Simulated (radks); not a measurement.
Effect of the nuclear size on the ruthenium ion Ru2+, [Kr] 4d6. All-electron calculation, Dirac Kohn-Sham, relativistic LDA (MacDonald-Vosko exchange, VWN5 correlation), spin-unpolarised, spherical densities, finite nucleus; open shells are shared between the two j in proportion to 2j + 1; Fermi nuclear charge, rms radius 4.4809 fm. Program: a radial shooting solver on a logarithmic mesh with Libxc functionals. The rms radius is varied about that value; shifts are against it.

rms radius (fm)  total energy shift (eV)  density at nucleus (e/bohr^3)  1s1/2 shift (meV)  2s1/2 shift (meV)  4s1/2 shift (meV)  4p1/2 shift (meV)  5s1/2 (empty) shift (meV)
3.6026                            -0.684                      1.117e+05               -287              -31.3              -1.03              0.051                     -0.141
4.342                             -0.117                      1.093e+05              -49.1              -5.36             -0.176              0.009                     -0.024
4.4809                                 0                      1.089e+05              0.000              0.000              0.000              0.000                      0.000
4.6691                             0.164                      1.083e+05               68.7               7.49              0.246             -0.012                      0.034
5.3905                             0.845                      1.065e+05                355               38.7               1.27             -0.063                      0.175

Slopes of the eigenvalues against <r^2> in GHz/fm^2, as finite differences over the two radii next to the reference (eigenvalue slopes, not the field-shift constants of lines): 1s1/2 9660, 2s1/2 1050, 4s1/2 34.6, 5s1/2 (empty) 4.75.
